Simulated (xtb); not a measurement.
H6Si2, charge +1, doublet, geometry from GFN2-xTB (a state made from the parent by changing its charge; the spin is typed, not shown lowest); xtb with GFN1-xTB.

The xtb input:
```
$ xtb mol.xyz --gfn 1 --chrg 1 --uhf 1 --ohess --json

# file mol.xyz
8

Si    -1.33666426     0.12731246    -0.01906279
Si     1.33666426    -0.12731246     0.01906279
H     -1.68020055    -0.85431230    -1.03882243
H     -1.46232753     1.53042532    -0.38919402
H     -1.65392012    -0.21926859     1.35961207
H      1.46232753    -1.53042532     0.38919402
H      1.68020055     0.85431230     1.03882243
H      1.65392012     0.21926859    -1.35961207
```

### Question
Predict the main parts of the log of this xtb run.

### Answer

```
   ID    Z sym.   atoms
    1   14 Si     1, 2
    2    1 H      3-8

           -------------------------------------------------
          |                Calculation Setup                |
           -------------------------------------------------

           -------------------------------------------------
          |                 G F N 1 - x T B                 |
           -------------------------------------------------

          ...................................................
          :                      SETUP                      :
          :.................................................:
          :  # basis functions                  32          :
          :  # atomic orbitals                  30          :
          :  # shells                           18          :
          :  # electrons                        13          :
          :  # halogen bonds                     0          :
          :  max. iterations                   250          :
          :  Hamiltonian                  GFN1-xTB          :
          :  restarted?                      false          :
          :  GBSA solvation                  false          :
          :  PC potential                    false          :
          :  electronic temp.          300.0000000     K    :
          :  accuracy                    1.0000000          :
          :  -> integral cutoff          0.2500000E+02      :
          :  -> integral neglect         0.1000000E-07      :
          :  -> SCF convergence          0.1000000E-05 Eh   :
          :  -> wf. convergence          0.2000000E-04 e    :
          :  Broyden damping             0.4000000          :
          :  net charge                          1          :
          :  unpaired electrons                  1          :
          ...................................................

 iter      E             dE          RMSdq      gap      omega  full diag
   1     -6.4141945 -0.641419E+01  0.499E+00    3.75       0.0  T
   2     -6.4600973 -0.459028E-01  0.237E+00    3.55       1.0  T
   3     -6.4625618 -0.246448E-02  0.630E-01    3.45       1.0  T
   4     -6.4631812 -0.619474E-03  0.333E-01    3.53       1.0  T
   5     -6.4636900 -0.508788E-03  0.140E-01    3.49       1.0  T
   6     -6.4637952 -0.105159E-03  0.164E-02    3.50       2.2  T
   7     -6.4637967 -0.150970E-05  0.947E-05    3.50     373.2  T
   8     -6.4637967 -0.461924E-10  0.391E-05    3.50     905.4  T
   9     -6.4637967 -0.560796E-11  0.301E-06    3.50   11742.4  T

   *** convergence criteria satisfied after 9 iterations ***

         :::::::::::::::::::::::::::::::::::::::::::::::::::::
         ::                     SUMMARY                     ::
         :::::::::::::::::::::::::::::::::::::::::::::::::::::
         :: total energy              -6.409433601276 Eh    ::
         :: gradient norm              0.041710107839 Eh/a0 ::
         :: HOMO-LUMO gap              3.498018296557 eV    ::
         ::.................................................::
         :: SCC energy                -6.463796701021 Eh    ::
         :: -> electrostatic           0.102792248304 Eh    ::
         :: repulsion energy           0.056489401977 Eh    ::
         :: dispersion energy         -0.002126302231 Eh    ::
         :: halogen bond corr.         0.000000000000 Eh    ::
         :: add. restraining           0.000000000000 Eh    ::
         :: total charge               1.000000000000 e     ::
         :::::::::::::::::::::::::::::::::::::::::::::::::::::

      -----------------------------------------------------------
     |                   =====================                   |
     |                        A N C O P T                        |
     |                   =====================                   |
     |               Approximate Normal Coordinate               |
     |                Rational Function Optimizer                |
[...]
 * total energy  :    -6.4094336 Eh     change       -0.5417888E-13 Eh
 * total energy  :    -6.4099305 Eh     change       -0.4968660E-03 Eh
 * total energy  :    -6.4167748 Eh     change       -0.6844290E-02 Eh
 * total energy  :    -6.4172339 Eh     change       -0.4591365E-03 Eh
 * total energy  :    -6.4173093 Eh     change       -0.7544011E-04 Eh
 * total energy  :    -6.4173106 Eh     change       -0.1312475E-05 Eh
   *** GEOMETRY OPTIMIZATION CONVERGED AFTER 6 ITERATIONS ***
         :: total energy              -6.417310646189 Eh    ::
[...]
  17:552.57  18:552.56  19:  0.04  20:  0.00  21:570.94  22:571.00  23:  0.00  24:  0.00
 Raman intensities (Ä⁴*amu⁻¹)
   1:  0.00   2:  0.00   3:  0.00   4:  0.00   5:  0.00   6:  0.00   7:  0.00   8:  0.00
   9:  0.00  10:  0.00  11:  0.00  12:  0.00  13:  0.00  14:  0.00  15:  0.00  16:  0.00
  17:  0.00  18:  0.00  19:  0.00  20:  0.00  21:  0.00  22:  0.00  23:  0.00  24:  0.00
 output can be read by thermo (or use thermo option).
 writing <g98.out> molden fake output.
 recommended (thermochemical) frequency scaling factor: 1.0
           -------------------------------------------------
          |             Thermodynamic Functions             |
           -------------------------------------------------

d3d symmetry found (for desy threshold:  0.10E+00) used in thermo

          ...................................................
          :                      SETUP                      :
          :.................................................:
          :  # frequencies                          18      :
          :  # imaginary freq.                       0      :
          :  linear?                             false      :
          :  only rotor calc.                    false      :
          :  symmetry                              d3d      :
          :  rotational number                       6      :
          :  scaling factor                  1.0000000      :
          :  rotor cutoff                   50.0000000 cm⁻¹ :
          :  imag. cutoff                  -20.0000000 cm⁻¹ :
          :.................................................:

    mode    ω/cm⁻¹     T·S(HO)/kcal·mol⁻¹    T·S(FR)/kcal·mol⁻¹   T·S(vib)
   ------------------------------------------------------------------------
       1     76.84    -1.18363 ( 84.80%)    -0.92837 ( 15.20%)    -1.14483
       2    104.65    -1.00351 ( 95.05%)    -0.83710 (  4.95%)    -0.99527
       3    104.69    -1.00329 ( 95.05%)    -0.83699 (  4.95%)    -0.99507
   ------------------------------------------------------------------------

   temp. (K)  partition function   enthalpy   heat capacity  entropy
                                   cal/mol     cal/K/mol   cal/K/mol   J/K/mol
 298.15  VIB   42.6                 2430.100     14.985     15.424
         ROT  0.465E+04              888.752      2.981     19.762
         INT  0.198E+06             3318.853     17.966     35.186
         TR   0.475E+27             1481.254      4.968     38.286
         TOT                        4800.1067    22.9339    73.4718   307.4062

       T/K    H(0)-H(T)+PV         H(T)/Eh          T*S/Eh         G(T)/Eh
   ------------------------------------------------------------------------
    298.15    0.764946E-02    0.496737E-01    0.349088E-01    0.147649E-01
   ------------------------------------------------------------------------

         :::::::::::::::::::::::::::::::::::::::::::::::::::::
         ::                  THERMODYNAMIC                  ::
         :::::::::::::::::::::::::::::::::::::::::::::::::::::
         :: total free energy          -6.402545773099 Eh   ::
         ::.................................................::
         :: total energy               -6.417310646189 Eh   ::
         :: zero point energy           0.042024262838 Eh   ::
         :: G(RRHO) w/o ZPVE           -0.027259389748 Eh   ::
         :: G(RRHO) contrib.            0.014764873090 Eh   ::
         :::::::::::::::::::::::::::::::::::::::::::::::::::::

optimized geometry written to: xtbopt.xyz

           -------------------------------------------------
          | TOTAL ENERGY               -6.417310646189 Eh   |
          | TOTAL ENTHALPY             -6.367636926405 Eh   |
          | TOTAL FREE ENERGY          -6.402545773099 Eh   |
          | GRADIENT NORM               0.000450884323 Eh/α |
          | HOMO-LUMO GAP               3.719955519887 eV   |
           -------------------------------------------------

normal termination of xtb
```
